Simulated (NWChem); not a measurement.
System: CH6Ge; SMILES [CH3][GeH3]

```xyz
8

Ge     0.0000     0.0000    -0.3892
C      0.0000     0.0000     1.5643
H      0.0000     1.4450    -0.9253
H     -1.2514    -0.7225    -0.9253
H      1.2514    -0.7225    -0.9253
H      0.8954     0.5100     1.9478
H     -0.0060    -1.0304     1.9478
H     -0.8893     0.5204     1.9478
```
Atoms are numbered in this order, from 1.

Program: NWChem. Pople sets run with spherical d functions. Structure relaxed at the PBE0/def2-SVP level. B3LYP is NWChem's, with the RPA form of VWN correlation.

Question: Order these by “dipole (D)”, lowest first: B3LYP/3-21G; B3LYP/STO-3G; B3LYP/6-31G*.

Answer: B3LYP/STO-3G (0.14), B3LYP/3-21G (0.69), B3LYP/6-31G* (0.77)
